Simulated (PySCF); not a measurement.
Vertical excitations of a molecule C4H8OSi from TDA-CAM-B3LYP/def2-SVPD (PySCF), as energy in eV (oscillator strength): 6.23 (0.003), 6.44 (0.047), 6.73 (0.163), 6.79 (0.027), 7.27 (0.004), 7.46 (0.016), 7.65 (0.035), 7.82 (0.013), 7.95 (0.196), 8.01 (0.011). Lowest triplet (TDA): 4.07 eV. Coordinates come from a B3LYP-D3(BJ)/def2-SVP optimisation. The values are those of a single conformer.

Task: Which structure fits?
A) C[SiH2][C@@H]1C=CO1
B) C=C1[SiH2]O[C@@H]1C
C) C#C[SiH2]CCO
D) CC1=C[C@H]([SiH3])O1

Result: D, CC1=C[C@H]([SiH3])O1
